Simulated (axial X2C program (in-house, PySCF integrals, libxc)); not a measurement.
# How the levels of TbSe (f8 s1 orbitals) move with the bond length

Computed with an in-house all-electron X2C program for linear molecules (integrals from PySCF): two-component X2C with atomic mean-field Coulomb and Gaunt terms, basis Tb dyall-v3z, Se dyall-v3z (cores contracted in-house). Orbitals come from Hartree–Fock averaged over the configuration Tb f8 s1; CI then distributes these electrons over the f, s shells of Tb.

At R = 2.454 Å:

```json
{"Ω": "13/2", "energy (cm⁻¹)": "0", "g∥": "19.95", "μ (D)": "-7.80", "configuration": "100% f8 s1"}
{"Ω": "11/2", "energy (cm⁻¹)": "289", "g∥": "16.44", "μ (D)": "-7.80", "configuration": "100% f8 s1"}
{"Ω": "9/2", "energy (cm⁻¹)": "578", "g∥": "13.01", "μ (D)": "-7.80", "configuration": "100% f8 s1"}
{"Ω": "7/2", "energy (cm⁻¹)": "862", "g∥": "9.68", "μ (D)": "-7.79", "configuration": "100% f8 s1"}
{"Ω": "5/2", "energy (cm⁻¹)": "1126", "g∥": "6.54", "μ (D)": "-7.79", "configuration": "100% f8 s1"}
{"Ω": "3/2", "energy (cm⁻¹)": "1344", "g∥": "3.68", "μ (D)": "-7.78", "configuration": "100% f8 s1"}
{"Ω": "1/2", "energy (cm⁻¹)": "1475", "g∥": "1.17", "μ (D)": "-7.77", "configuration": "100% f8 s1"}
{"Ω": "11/2", "energy (cm⁻¹)": "1944", "g∥": "17.00", "μ (D)": "-7.80", "configuration": "100% f8 s1"}
{"Ω": "9/2", "energy (cm⁻¹)": "2170", "g∥": "13.56", "μ (D)": "-7.79", "configuration": "100% f8 s1"}
{"Ω": "7/2", "energy (cm⁻¹)": "2345", "g∥": "10.20", "μ (D)": "-7.79", "configuration": "100% f8 s1"}
{"Ω": "5/2", "energy (cm⁻¹)": "2472", "g∥": "6.98", "μ (D)": "-7.78", "configuration": "100% f8 s1"}
{"Ω": "3/2", "energy (cm⁻¹)": "2557", "g∥": "3.97", "μ (D)": "-7.78", "configuration": "100% f8 s1"}
{"Ω": "1/2", "energy (cm⁻¹)": "2601", "g∥": "1.26", "μ (D)": "-7.78", "configuration": "100% f8 s1"}
{"Ω": "11/2", "energy (cm⁻¹)": "2970", "g∥": "16.42", "μ (D)": "-7.80", "configuration": "100% f8 s1"}
```

g∥ is the magnitude of 2⟨Lz + ge Sz⟩ for the +Ω component. μ is positive if the Se end is positive. The lowest 14 levels at most are listed.

At R = 2.761 Å:

| Ω | energy (cm⁻¹) | g∥ | μ (D) | configuration |
| --- | --- | --- | --- | --- |
| 13/2 | 0 | 19.95 | -9.84 | 100% f8 s1 |
| 11/2 | 301 | 16.42 | -9.84 | 100% f8 s1 |
| 9/2 | 599 | 12.98 | -9.84 | 100% f8 s1 |
| 7/2 | 888 | 9.66 | -9.83 | 100% f8 s1 |
| 5/2 | 1154 | 6.53 | -9.83 | 100% f8 s1 |
| 3/2 | 1373 | 3.68 | -9.82 | 100% f8 s1 |
| 1/2 | 1503 | 1.17 | -9.81 | 100% f8 s1 |
| 11/2 | 1959 | 16.98 | -9.84 | 100% f8 s1 |
| 9/2 | 2180 | 13.58 | -9.83 | 100% f8 s1 |
| 7/2 | 2355 | 10.20 | -9.83 | 100% f8 s1 |
| 5/2 | 2488 | 6.95 | -9.82 | 100% f8 s1 |
| 3/2 | 2581 | 3.93 | -9.82 | 100% f8 s1 |
| 1/2 | 2631 | 1.24 | -9.82 | 100% f8 s1 |
| 11/2 | 2967 | 16.47 | -9.84 | 100% f8 s1 |

The lowest level lies 5050 cm⁻¹ above the lowest at the first distance.

(1) How does the gap from the lowest to the fifth level change between the two distances?

Dynamic correlation is missing, so gaps between terms are too wide and other configurations may lie lower; the lowest level listed is that of this model, not necessarily the ground state. At most 4 roots were kept for each Ω > 0 (twice that for Ω = 0) within 2.2 eV of the lowest, so higher up levels can be missing between those listed; levels with Ω > 0 are doubly degenerate and listed once, Ω = 0 levels singly.

Results:

(1) From 1126 to 1154 cm⁻¹, a factor of 1.03.
